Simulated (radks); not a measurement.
The numbers below are computed, except where a source is named.
Problem. Radial electron density D(r) = 4 pi r^2 rho(r) of an atom or ion with 46 electrons. Level of theory: scalar-relativistic Kohn-Sham, r2SCAN, spin-polarised, spherical densities, finite nucleus; meta-GGA in the generalised Kohn-Sham scheme; Fermi nuclear charge, rms radius of each element as measured or else 0.836 A^(1/3) + 0.57 fm (a radial shooting solver on a logarithmic mesh with Libxc functionals).

| r (bohr) | D(r) (e/bohr) |
|---|---|
| 0.002666 | 8.231 |
| 0.0035 | 12.56 |
| 0.00463 | 18.90 |
| 0.006127 | 27.40 |
| 0.008106 | 37.89 |
| 0.01064 | 48.90 |
| 0.01408 | 58.81 |
| 0.01863 | 64.18 |
| 0.02465 | 63.08 |
| 0.03261 | 57.84 |
| 0.0428 | 56.04 |
| 0.05664 | 64.44 |
| 0.07494 | 78.55 |
| 0.09915 | 81.36 |
| 0.1301 | 67.45 |
| 0.1722 | 56.86 |
| 0.2278 | 64.78 |
| 0.3015 | 64.53 |
| 0.3957 | 40.28 |
| 0.5236 | 21.04 |
| 0.6927 | 22.63 |
| 0.9166 | 21.89 |
| 1.203 | 12.44 |
| 1.592 | 4.164 |
| 2.106 | 0.8246 |
| 2.787 | 0.08419 |
| 3.658 | 0.003783 |

What is the nuclear charge?

Solution. Z = 50. The innermost maximum, from 1s, lies near gamma/Z bohr with gamma = sqrt(1 - (Z/c)^2) = 0.931, here 0.0186 bohr (found: 0.0203), and its height grows with Z. The density is that of the tin ion Sn4+ in [Kr] 4d10; the configuration itself is not fixed sharply by these data, and Z only to a few units. D(r) has 4 maxima, at r = 0.0203, 0.0901, 0.263, 0.787 bohr, and minima at 0.0398, 0.174, 0.572 bohr, inside which lie 1.99, 11.21, 28.99 electrons.
